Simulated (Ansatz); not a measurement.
Reaction (cleavage of the Si–B bond): `CCB(C)[SiH3]` + `N=[C](O)[GaH2]` → `O/[C]([GaH2])=N/[SiH3]` + `CBCC`

Calculated with Ansatz (gas phase, PBE0-D4/def2-TZVP geometries, no zero-point term in ΔE). CCSD(T)/CBS adds triple-zeta CCSD(T) − MP2 to the extrapolated MP2 energy (def2 sets, frozen cores). DFT in def2-TZVPP. B3LYP here is the variant with VWN-RPA as its local correlation; programs differ in this. For Ga outer-core shells are correlated without core-valence functions, which leaves a few kJ/mol of doubt a bond. Scalar relativity is left out up to krypton. Each species was taken in one conformer, which may not be the lowest.

| level | ΔE (kcal/mol) | difference from CCSD(T)/CBS |
| --- | --- | --- |
| PBE-D4 | -17.2 | 2.7 |
| ωB97X-V | -19.2 | 0.7 |
| B2PLYP | -20.1 | -0.2 |
| B3LYP | -18.9 | 1.0 |
| HF/def2-TZVPP | -21.0 | -1.1 |
| MP2/def2-TZVPP | -21.6 | -1.7 |
| SCS-MP2/def2-TZVPP | -20.9 | -1.0 |
| CCSD/def2-TZVPP | -19.5 | 0.4 |
| HF/def2-QZVPP | -21.2 | -1.3 |
| MP2/CBS(def2) | -21.8 | -1.9 |
| CCSD(T)/CBS | -19.9 | 0 |

Largest T1 diagnostic among the species: 0.015.

From PBE to PBE0 (25 % exact exchange), in def2-TZVPP and without D4, ΔE moves by −1.3 kcal/mol.
